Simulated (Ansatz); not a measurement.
Consider the ligand exchange at a Ge–O bond: `[SiH3][SiH2][O][GeH3]` + `NC1=C[SiH2]1` → `[GeH3][NH]C1=C[SiH2]1` + `O[SiH2][SiH3]`.

Program: Ansatz. Geometries: PBE0-D4/def2-TZVP. ΔE: electronic, gas phase. CBS: MP2 limit from def2 TZ/QZ plus the TZ coupled-cluster correction, frozen cores. DFT in def2-TZVPP. B3LYP here is the variant with VWN-RPA as its local correlation; programs differ in this. For Ge outer-core shells are correlated without core-valence functions, which leaves a few kJ/mol of doubt a bond. Scalar relativity is left out up to krypton. One conformer a species, not always the lowest.

Q: Is it downhill or uphill in electronic energy at CCSD(T)/CBS, and by how much? (Best estimate.)

A: Ansatz gave: Uphill: ΔE = +25.2 kJ/mol.

Q: What do these levels give: revPBE-D4, BLYP-D4, BHLYP-D4, PBE-QIDH, B3LYP, RPA@PBE/def2-TZVPP, MP2/def2-SVP, CCSD(T)/def2-SVP, HF/def2-TZVPP, CCSD/def2-TZVPP, SCS-MP2/def2-QZVPP, MP2/CBS(def2)? (Estimate.)

A: Computed: revPBE-D4 23.3, BLYP-D4 28.4, BHLYP-D4 34.5, PBE-QIDH 27.2, B3LYP 30.6, RPA@PBE/def2-TZVPP 26.8, MP2/def2-SVP 30.9, CCSD(T)/def2-SVP 32.2, HF/def2-TZVPP 39.2, CCSD/def2-TZVPP 27.7, SCS-MP2/def2-QZVPP 27.6, MP2/CBS(def2) 23.2 kJ/mol.

Largest T1 diagnostic among the species: 0.013.

At CCSD(T), def2-SVP lies +7.0 kJ/mol from the extrapolated value and def2-TZVPP +0.9 kJ/mol. Leaving LDA and LC-ωPBE aside and taking each functional with its dispersion term where it has one, the values spread over 11.3 kJ/mol, from revPBE-D4 to BHLYP-D4. From BLYP to BHLYP (50 % exact exchange), in def2-TZVPP and without D4, ΔE moves by +4.3 kJ/mol.
